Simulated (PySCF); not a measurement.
C6H13BS.
Atom-mapped SMILES: `[CH3:1][S:2][C@@H:3]1[CH2:4][BH:5][CH2:6][CH2:7][CH2:8]1` (hydrogens: H9, H10, H11 on C1; H12 on C3; H13, H14 on C4; H15 on B5; H16, H17 on C6; H18, H19 on C7; H20, H21 on C8)

Computed with PySCF 2.14.0, PBE0-D3(BJ)/def2-SVP geometry optimisation, gas phase.

Problem. Give the optimised bond lengths and angles.

Solution. 
```json
{"bond": "C1–S2", "length (bohr)": "3.408"}
{"bond": "S2–C3", "length (bohr)": "3.456"}
{"bond": "C3–C4", "length (bohr)": "2.883"}
{"bond": "C4–B5", "length (bohr)": "2.958"}
{"bond": "B5–C6", "length (bohr)": "2.954"}
{"bond": "C6–C7", "length (bohr)": "2.889"}
{"bond": "C7–C8", "length (bohr)": "2.886"}
{"bond": "C3–C8", "length (bohr)": "2.886"}
{"bond": "C1–H9, C1–H10, C1–H11", "length (bohr)": "2.079"}
{"bond": "C3–H12", "length (bohr)": "2.088"}
{"bond": "C4–H13", "length (bohr)": "2.106"}
{"bond": "C4–H14", "length (bohr)": "2.082"}
{"bond": "B5–H15", "length (bohr)": "2.295"}
{"bond": "C6–H16", "length (bohr)": "2.084"}
{"bond": "C6–H17", "length (bohr)": "2.106"}
{"bond": "C7–H18", "length (bohr)": "2.084"}
{"bond": "C7–H19", "length (bohr)": "2.088"}
{"bond": "C8–H20", "length (bohr)": "2.080"}
{"bond": "C8–H21", "length (bohr)": "2.090"}
```

Bonds in one row agree within 0.02 bohr and their mean is given. A selection of angles:
```json
{"angle": "S2–C1–H9", "degrees": "112.1"}
{"angle": "S2–C1–H10", "degrees": "106.2"}
{"angle": "H9–C1–H10", "degrees": "107.9"}
{"angle": "H9–C1–H11", "degrees": "109.6"}
{"angle": "C1–S2–C3", "degrees": "102.2"}
{"angle": "S2–C3–C4", "degrees": "113.8"}
{"angle": "S2–C3–C8", "degrees": "113.1"}
{"angle": "S2–C3–H12", "degrees": "100.8"}
{"angle": "C4–C3–C8", "degrees": "112.4"}
{"angle": "C4–C3–H12", "degrees": "108.3"}
{"angle": "C8–C3–H12", "degrees": "107.6"}
{"angle": "C3–C4–B5", "degrees": "115.3"}
{"angle": "C3–C4–H13", "degrees": "109.9"}
{"angle": "C3–C4–H14", "degrees": "111.9"}
{"angle": "B5–C4–H13", "degrees": "100.9"}
{"angle": "B5–C4–H14", "degrees": "113.8"}
{"angle": "H13–C4–H14", "degrees": "103.9"}
{"angle": "C4–B5–C6", "degrees": "119.7"}
{"angle": "C4–B5–H15", "degrees": "119.6"}
{"angle": "C6–B5–H15", "degrees": "120.2"}
{"angle": "B5–C6–C7", "degrees": "115.3"}
{"angle": "B5–C6–H16", "degrees": "112.6"}
{"angle": "B5–C6–H17", "degrees": "101.4"}
{"angle": "C7–C6–H16", "degrees": "112.6"}
{"angle": "C7–C6–H17", "degrees": "110.1"}
{"angle": "H16–C6–H17", "degrees": "103.5"}
{"angle": "C6–C7–C8", "degrees": "112.5"}
{"angle": "C6–C7–H18", "degrees": "111.2"}
{"angle": "C6–C7–H19", "degrees": "109.1"}
{"angle": "C8–C7–H18", "degrees": "109.7"}
{"angle": "C8–C7–H19", "degrees": "108.4"}
{"angle": "H18–C7–H19", "degrees": "105.6"}
{"angle": "C7–C8–H20", "degrees": "110.5"}
{"angle": "C7–C8–H21", "degrees": "109.4"}
{"angle": "C3–C8–C7", "degrees": "111.9"}
{"angle": "C3–C8–H20", "degrees": "109.0"}
{"angle": "C3–C8–H21", "degrees": "109.4"}
{"angle": "H20–C8–H21", "degrees": "106.5"}
```

Dihedral angles: C1–S2–C3–C4 65° (synclinal); S2–C3–C4–B5 -169° (antiperiplanar); C3–C4–B5–C6 20° (synperiplanar); C4–B5–C6–C7 -20° (synperiplanar); B5–C6–C7–C8 38° (synclinal); C6–C7–C8–C3 -60° (synclinal); S2–C3–C8–C7 -169° (antiperiplanar).

B5 (three-coordinate boron) is planar (angles 120.2°, 119.7° and 119.6°, sum 359.6°, 0.05 Å off the plane of its three neighbours). The 6-membered ring C3–C4–B5–C6–C7–C8 has internal angles of 111.9° to 119.7°; it is puckered, 0.20 Å rms from its mean plane, widest ring torsion 60°. The 2 C–S bonds span 1.804 Å (C1–S2, drawn single) to 1.829 Å (S2–C3, drawn single), a spread of 0.025 Å. All 4 C–C bonds measure 1.526 to 1.529 Å. Of the pairs four or more bonds apart, H9···H13 is among the closest relative to their van der Waals radii: 2.18 Å, 91 % of the sum of Bondi's values.

Point group: C1 (no symmetry element, even within 0.4 Å). Stationary, but not proved a minimum. The numbers are those of one conformer.

On one thread, Intel Xeon at 2.50 GHz (x86_64), shared host with 64 logical CPUs at a one-minute load of 63, this took 5.0 min of wall time and 0.76 GiB of memory at its peak. That covers the optimisation of the geometry.
